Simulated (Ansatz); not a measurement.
Compare A (`CCOBS`) with its isomer B (`BOCCS`).

Gas-phase electronic energies from Ansatz, PBE0-D4/def2-TZVP geometries. CCSD(T)/CBS adds triple-zeta CCSD(T) − MP2 to the extrapolated MP2 energy (def2 sets, frozen cores). DFT in def2-TZVPP. B3LYP here is the variant with VWN-RPA as its local correlation; programs differ in this. One conformer a species, not always the lowest.

Task: Which isomer does CCSD(T)/CBS put lower? Give the gap. (Estimate.)

Result: Ansatz gave: A, by 124.5 kJ/mol.

Task: Give E(B) − E(A) in kJ/mol with r2SCAN-D4, PBE-D4, CCSD(T)/def2-TZVPP, ωB97M-V, B3LYP, MP2/def2-TZVPP, PBE0-D4. (Estimate.)

Result: Ansatz gave: r2SCAN-D4 133.9, PBE-D4 129.9, CCSD(T)/def2-TZVPP 125.9, ωB97M-V 125.8, B3LYP 128.5, MP2/def2-TZVPP 127.7, PBE0-D4 130.3. None reverses the order clearly.

Largest T1 diagnostic: 0.013.
